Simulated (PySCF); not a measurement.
Values are calculated unless marked as measured or tabulated.
**Si2H3Cl2**

The system: Si2H3Cl2, a small molecule (built as: Si site whose three back bonds go to SiH3, Cl, Cl); neutral, doublet. The structure, one conformer, was relaxed in the gas phase by PBE0-D3(BJ)/def2-SVP. No frequency run checks that it is a minimum.

SMILES: [SiH3][Si](Cl)Cl

Coordinates in Å:
```
Si1     1.219    0.139   -0.679
Si2    -1.023    0.049    0.035
Cl3     2.246    1.440    0.572
Cl4     2.033   -1.760   -0.472
H5     -1.081   -0.432    1.448
H6     -1.760   -0.890   -0.860
H7     -1.603    1.420   -0.068
```

EPR values by unrestricted B3LYP, IGLO-III on Cl Si, pcH-1 on H.

Problem. Predict g and the largest hyperfine couplings. Where does the spin sit?

Solution. g = 2.0022, 2.0089, 2.0118. The spin sits on Si1 (70 %, bonded to 2 Cl + 1 Si) by Mulliken populations.
```tsv
atom	isotope	isotropic (MHz)	dipolar, principal values (MHz)
Si1	29Si	-692.1	-136.4, 67.0, 69.4
Si2	29Si	-127.5	-32.3, 14.9, 17.4
H5	1H	53.5	-2.9, 0.0, 2.9
Cl3	35Cl	15.7	-18.9, -17.8, 36.7
Cl4	35Cl	15.6	-18.8, -17.8, 36.6
H6	1H	-5.4	-2.8, -1.1, 3.9
```

Problem. How do the isotropic couplings move with BHandHLYP?

Solution. Si1 -692.1 to -732.0 MHz, Si2 -127.5 to -125.7 MHz, H5 53.5 to 53.3 MHz, Cl3 15.7 to 18.8 MHz.
